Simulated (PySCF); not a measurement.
# Bond lengths and vibrations by method: AlF3H anion

All numbers below are calculated, not measured. The program is PySCF 2.14.0, an open-source quantum chemistry code, run on an isolated molecule that a program drew, which may never have been made. The molecule is AlF3H anion (charge -1, singlet), drawn as the SMILES string `[F][AlH-]([F])[F]`.

The geometry was optimised and harmonic frequencies were computed with HF and MP2, all in the aug-cc-pV(D+d)Z basis, for the commonest isotopes, with a restricted reference for singlets and an unrestricted one otherwise, and a frozen core in MP2. Each result is a local minimum of its method.

Geometry at the HF minimum:
```xyz
5
AlF3H anion, angstrom
F    -0.6146   -1.2954    1.1052
Al   -0.5635    0.2165    0.3507
F    -0.1055    1.3697    1.4989
F    -2.1193    0.5941   -0.1925
H     0.4765    0.1996   -0.8800
```

Lengths of the bonds as drawn, in Å (atoms numbered as above):
| bond | HF | MP2 |
|---|---|---|
| F1-Al2 | 1.691 | 1.724 |
| Al2-F3 | 1.691 | 1.724 |
| Al2-F4 | 1.691 | 1.724 |
| Al2-H5 | 1.611 | 1.607 |

Rotational constants, in GHz:
```
constant,HF,MP2
A,6.171,5.943
B,6.171,5.943
C,3.539,3.397
```

Harmonic frequencies in cm^-1, each column in rising order, so a row needn't be the same motion in every method:
```
rank    HF   MP2
   1   248   231
   2   248   231
   3   355     ?
   4   678   629
   5   707   669
   6   707   669
   7   799   751
   8   799   751
   9  1828  1829
```

**Estimate the missing MP2 frequency from the HF column.**

A single factor s that minimises the squared misfit of MP2 against s times HF over the other rows is sum(HF x MP2) / sum(HF^2) = 0.9725, with an rms misfit of 27 cm^-1. For rank 3 it gives 0.9725 x 355 = 345 cm^-1. The calculation gives 332 cm^-1, 13 cm^-1 below the estimate. The drawn bonds are on average 1.4 % longer in MP2 than in HF.
